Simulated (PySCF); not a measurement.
# Working out the excitation energy of As

As [Ar] 3d10 4s2 4p3 (4S) → As [Ar] 3d10 4s1 4p4 (4P). Calculation: PySCF 2.14, in x2c-TZVPPall with one added diffuse shell each of s, p, d type (7s6p5d1f, 57 functions); scalar relativity by spin-free X2C-1e. Frozen: [Ar] 3d10. Energies in hartree (1 hartree = 27.21139 eV):

| part | As (lower) | As (upper) |
| --- | --- | --- |
| UHF | -2259.010521 | -2258.693038 |
| CCSD correlation | -0.084202 | -0.100629 |
| (T) | -0.002747 | -0.011730 |

Task: What does Hartree-Fock give?

Result: (-2258.693038) − (-2259.010521) = 0.317483 hartree = 8.639 eV.

Task: What do CCSD and CCSD(T) give?

Result: The CCSD correlation energies differ by -0.016427 hartree = -0.447 eV and the triples by -0.008983 hartree = -0.244 eV, so CCSD gives 8.192 eV and CCSD(T) 7.948 eV.

The coupled-cluster amplitudes are large, so a single reference is strained.
